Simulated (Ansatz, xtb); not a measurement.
# Relative energy of two isomers of BClFHSi

Structure I is `FB([SiH])Cl`, a singlet and structure II is `FB[Si]Cl`, a singlet. Both are isolated molecules in the gas phase, relaxed with B3LYP-D3(BJ)/6-311G**; the shapes shown needn't be the lowest conformers.

I (Å):

```yaml
atoms:
  - { symbol: B, position_ang: [0.5559, -0.1590, 0.1506] }
  - { symbol: Cl, position_ang: [2.0245, -1.1342, -0.1915] }
  - { symbol: F, position_ang: [0.7467, 1.0884, 0.5394] }
  - { symbol: Si, position_ang: [-1.1493, -1.2376, -0.0365] }
  - { symbol: H, position_ang: [-1.1788, -0.8486, -1.5127] }
```

II (Å):

```xyz
5

B    -0.9034   -0.3930   -1.0647
Cl    0.4714   -1.3348    1.3477
F    -0.1251   -0.2666   -2.1383
Si   -0.3549    0.5320    0.7085
H    -1.8807   -1.0809   -1.1765
```

Question: Which of the two would you expect CCSD(T)/def2-TZVPP electronic energies to favour?

Answer: Too close to call at this level: CCSD(T)/def2-TZVPP gives E(II) − E(I) = −7.00 kJ/mol.

The same difference at several levels:

| level | geometry | E(II) − E(I) (kJ/mol) | departure from the last row (kJ/mol) | job, with rough time for the two |
| --- | --- | --- | --- | --- |
| B3LYP-D3(BJ)/6-311G** | B3LYP-D3(BJ)/6-311G** | −0.82 | +6.18 | optimisation, 24 s |
| HF/def2-TZVPP | B3LYP-D3(BJ)/6-311G** | −15.28 | −8.28 | part of the CCSD(T) run |
| MP2/def2-TZVPP | B3LYP-D3(BJ)/6-311G** | −8.24 | −1.24 | part of the CCSD(T) run |
| CCSD(T)/def2-TZVPP | B3LYP-D3(BJ)/6-311G** | −7.00 |  | single point, 20 s |

As drawn, II has 1 Cl–Si, 1 B–H in place of 1 B–Cl, 1 Si–H.

B3LYP-D3(BJ)/6-311G** finds them nearly level. The largest departure from CCSD(T)/def2-TZVPP is that of HF/def2-TZVPP, 8.28 kJ/mol. Levels run at GFN2-xTB geometries aren't shown.

With harmonic frequencies from B3LYP-D3(BJ)/6-311G** (ideal gas, rigid rotor, one conformer each, 298.15 K, 1 atm): on the last row, ΔE + ΔZPE = −2.43, ΔH = −2.01, ΔG = −4.00 kJ/mol.

The correlated steps freeze 12 core orbitals. Run with Ansatz 0.2.0; the last row on 2 threads of Intel(R) Xeon(R) 6975P-C (Granite Rapids) on a shared host.
